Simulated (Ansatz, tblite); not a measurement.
Removing and adding an electron: (HBe-mu-Br)2 (Be₂H₂Br₂). The state is a singlet with charge 0. Geometry: B3LYP-D4/def2-TZVP. Ansatz, gas phase; energy differences of separate SCF runs; the oxidised species was run as a doublet alone; the reduced species was run as a doublet alone.

Cartesian coordinates in Å:
```
Be -1.060 0.361 0.808
H -2.085 0.695 1.581
Br -0.775 0.690 -1.325
Be 1.061 -0.359 -0.807
H 2.074 -0.716 -1.586
Br 0.785 -0.671 1.330
```

The xTB rows come from tblite.

| level | −HOMO (eV) | vertical IE (eV) | −LUMO (eV) | vertical EA (eV) | HOMO–LUMO gap (eV) | IE − EA (eV) | remarks |
| --- | --- | --- | --- | --- | --- | --- | --- |
| GFN1-xTB | 11.38 | 14.52 | 5.75 | 2.50 | 5.63 | 12.02 | – |
| GFN2-xTB | 12.08 | 15.03 | 6.85 | 3.56 | 5.23 | 11.47 | – |
| PBE-D4/def2-TZVP | 7.06 | 9.96 | 1.72 | – | 5.34 | – | – |
| PBE-D4/def2-TZVPD | 7.08 | – | 1.76 | -0.19 | 5.32 | – | HOMO above zero (-1 doublet) |
| r2SCAN-D4/def2-TZVP | 7.39 | 10.15 | 1.29 | – | 6.10 | – | – |
| r2SCAN-D4/def2-TZVPD | 7.40 | – | 1.31 | -0.34 | 6.10 | – | HOMO above zero (-1 doublet) |
| PBE0-D4/def2-TZVP | 8.37 | 10.43 | 0.89 | – | 7.48 | – | – |
| PBE0-D4/def2-TZVPD | 8.39 | – | 0.95 | -0.37 | 7.44 | – | HOMO above zero (-1 doublet) |

   A HOMO above zero means that the electron is unbound at that level or that self-interaction error raises the level; the energy of removing that electron tells which. Raw xTB energy differences between charge states are shifted by several eV; the methods need an empirical correction for them. A negative affinity means that the extra electron isn't bound; its size then hangs on the basis.
